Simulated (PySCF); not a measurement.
B(AsH2)2(OH) (As2BH5O), SMILES OB([AsH2])[AsH2]. Geometry optimised at B3LYP-D3(BJ)/def2-SVP. This is a generated structure with no PubChem entry under its InChIKey; it may be hypothetical. One conformer was computed; it need not be the lowest.

Computed equilibrium geometry at B3LYP-D3(BJ)/def2-SVP (PySCF confirms it by a frequency run) as a Z-matrix (one conformer of several):
```
B
O 1 1.3499
H 2 0.9670 1 115.11
As 1 2.0561 2 116.76 3 -174.34
H 4 1.5272 1 95.16 2 -50.22
H 4 1.5272 5 94.00 1 95.24
As 1 2.0651 2 123.17 3 5.59
H 7 1.5256 1 93.95 2 -134.76
H 7 1.5334 8 93.64 1 -95.80
```
Charge 0, spin multiplicity 1.
